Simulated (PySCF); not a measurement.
Species: C4H2F6S.
Z-matrix (Å and degrees, PBE0-D3(BJ)/def2-SVP geometry), rows numbered from 1:
```
F 
C   1  1.3326
F   2  1.3208  1  108.92
F   2  1.3243  1  108.64  3   118.40
C   2  1.5475  1  109.35  3  -121.77
F   5  1.3413  2  106.91  1   -70.93
F   5  1.3396  2  107.77  1   172.07
C   5  1.5213  2  113.26  1    49.86
F   8  1.3475  5  109.85  2    52.97
C   8  1.4720  5  120.59  2   -89.26
S   8  1.7840  5  117.54  2  -167.75
H  10  1.0948  8  115.55 11  -107.97
H  10  1.0944  8  118.81 11   107.21
```

Level: B3LYP/def2-SVPD in PySCF, non-relativistic, on one gas-phase PBE0-D3(BJ)/def2-SVP geometry that isn't relaxed in the solvent. The solvent is an IEF-PCM continuum (cavity from Bondi-type radii × 1.2). Only the electrostatic response of the medium enters.

Gas phase at B3LYP/def2-SVPD: HOMO -7.51 eV, LUMO -1.16 eV, dipole 2.20 D.

Task: What does the continuum do to the energy, the frontier levels and the dipole at B3LYP/def2-SVPD in benzene and chloroform?

Result: 
```tsv
solvent	ε	E(solvent) − E(gas) (kcal/mol)	polarisation term (kcal/mol)	distortion of the solute (kcal/mol)	HOMO (eV)	LUMO (eV)	dipole (D)
benzene	2.271	-1.40	-1.50	0.10	-7.41	-1.02	2.48
chloroform	4.711	-2.26	-2.52	0.26	-7.37	-0.96	2.67
```

The first energy column is the sum of the next two and covers electrostatics alone. From benzene to chloroform the lowering changes by a factor 1.61, Onsager's factor (ε − 1)/(2ε + 1) by 1.55 and ε itself by 2.1.

Task: Which radius a makes the point-dipole formula ΔE = −[(ε − 1)/(2ε + 1)]·μ²/a³ give the value in chloroform, with the gas-phase dipole?

Result: μ = 0.864 au and |ΔE| = 0.00359 Eh give a = 2.22 Å; the farthest nucleus lies 2.77 Å from the centroid of the nuclei, so such a sphere wouldn't even hold the nuclei. The formula assumes a rigid point dipole at the centre of a sphere.

Task: How does the static polarisability (B3LYP/def2-SVPD, frozen core, with the continuum's full static response) change?

Result: 
```
    medium  isotropic (au)  principal values (au)  ⟨r²⟩ of the electrons (bohr²)
       gas            70.7       62.6, 67.5, 82.0                         1627.1
   benzene            79.5       70.6, 76.2, 91.7                         1627.1
chloroform            85.6       76.5, 82.3, 97.9                         1627.2
```

The isotropic value in chloroform is 1.21 times the gas-phase one; no cavity-field correction is applied. ⟨r²⟩ is taken about the centre of nuclear charge.

On one thread of an Arm Neoverse V2, no GPU, shared host with 96 logical CPUs at a one-minute load of 24, this took 47 s wall and 1.2 GiB of memory at its peak. This is the whole response run at B3LYP/def2-SVPD in chloroform, SCF included.
